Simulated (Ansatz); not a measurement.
(OH)3Ti-NH-SiH3 (TiSiNO₃H₇) was relaxed with r2SCAN-D4 (def2-SVP) in Ansatz in these states: neutral singlet, neutral triplet. The geometries follow in no particular order.

A:

```xyz
13

Ti   -1.1527    0.5601    0.3743
O    -0.4102   -1.2479    0.7600
O    -2.8756    0.3661   -0.1311
O    -0.5769    1.9610    1.3384
N     0.3261   -0.0122   -1.0412
Si    1.9281   -0.5057   -0.4708
H    -0.7762   -1.9949    0.2631
H    -3.7426    0.7816   -0.1326
H     0.0225    2.3553    1.9782
H     0.0185   -0.4553   -1.9141
H     2.1418    0.0421    0.8937
H     2.9263    0.1282   -1.3961
H     2.1708   -1.9783   -0.5218
```

B:

```xyz
13

Ti   -0.4102   -0.0546   -1.0346
O     0.9491   -1.2346   -1.1570
O    -0.3216    1.2813   -2.2290
O    -1.9749   -0.9241   -1.1753
N    -0.1865    0.6868    0.6960
Si    0.8060   -0.0104    1.9503
H     1.8508   -1.0625   -1.4572
H    -0.9156    1.5108   -2.9537
H    -2.6235   -1.1812   -0.5095
H    -0.4754    1.6563    0.8365
H     0.5075   -1.4653    2.0943
H     0.5188    0.6700    3.2536
H     2.2754    0.1275    1.6855
```

Question: Judge from the bond lengths which geometry belongs to which state (an estimate).

Answer: A is the neutral triplet (Ti1–N5 2.126 Å, Ti1–O2 1.992 Å, Ti1–Si6 3.368 Å); B is the neutral singlet (Ti1–N5 1.896 Å, Ti1–O2 1.804 Å, Ti1–Si6 3.223 Å).
